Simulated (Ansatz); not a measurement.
Stretching the Si2–Cl1 bond in Cl2H2Si (SMILES Cl[SiH2]Cl) (multiplicity 1 held, fragments rigid). Energies count from the point at 2.052 Å.
Geometry at that point (charge 0, multiplicity 1):
```xyz
5

Cl    -1.67607     0.43374    -0.00367
Si    -0.01147    -0.76596     0.02371
Cl     1.68829     0.38282    -0.02160
H     -0.01655    -1.54121     1.27269
H     -0.03073    -1.61676    -1.17494
```

Signs of static correlation in cc-pV(T+d)Z, with CASSCF(6,4), from Ansatz (a program for electronic structure) runs.

| R (Å) | T1 of restricted CCSD | ⟨S²⟩ of UHF | largest double amplitude of restricted CCSD | weight of the CASSCF reference in MRCISD | CASSCF natural occupations |
|---|---|---|---|---|---|
| 1.642 | 0.008 | 0.000 | 0.029 | 0.864 | 2.00 2.00 1.99 0.01 |
| 1.847 | 0.008 | 0.000 | 0.026 | 0.863 | 2.00 2.00 1.99 0.01 |
| 2.052 | 0.009 | 0.000 | 0.021 | 0.862 | 2.00 2.00 1.99 0.02 |
| 2.257 | 0.009 | 0.000 | 0.027 | 0.861 | 2.00 2.00 1.98 0.02 |
| 2.462 | 0.010 | 0.000 | (withheld) | 0.861 | 2.00 2.00 1.96 0.04 |
| 2.770 | 0.014 | 0.000 | 0.096 | 0.860 | 2.00 2.00 1.93 0.07 |
| 3.078 | 0.020 | (withheld) | 0.130 | 0.860 | 2.00 2.00 1.87 0.13 |
| 3.591 | 0.041 | 0.904 | 0.228 | 0.861 | 2.00 2.00 1.65 0.36 |
| 4.104 | 0.075 | 0.990 | 0.390 | 0.861 | 2.00 2.00 1.36 0.64 |
| 4.720 | 0.122 | 1.010 | 0.685 | 0.862 | 2.00 2.00 1.15 0.85 |
| 5.541 | 0.157 | 1.014 | 0.997 | 0.862 | 2.00 2.00 1.04 0.96 |
| 6.567 | 0.162 | 1.014 | 1.112 | 0.862 | 2.00 2.00 1.00 1.00 |

Q: Some entries are withheld; supply them.

A: 
- 2.462, largest double amplitude of restricted CCSD: 0.050
- 3.078, ⟨S²⟩ of UHF: 0.491

Doubts at one or more of the structures used: active orbitals that take no part (SC-NEVPT2 on CASSCF(6,4)/cc-pV(T+d)Z); a restricted determinant that unrestricted orbitals would lower (R-CCSD(T)/cc-pV(T+d)Z); other coupled-cluster roots lie near (R-CCSD(T)/cc-pV(T+d)Z); T1 above 0.05 (R-CCSD(T)/cc-pV(T+d)Z, U-CCSD(T)/cc-pV(T+d)Z); a spin-contaminated determinant (U-CCSD(T)/cc-pV(T+d)Z).
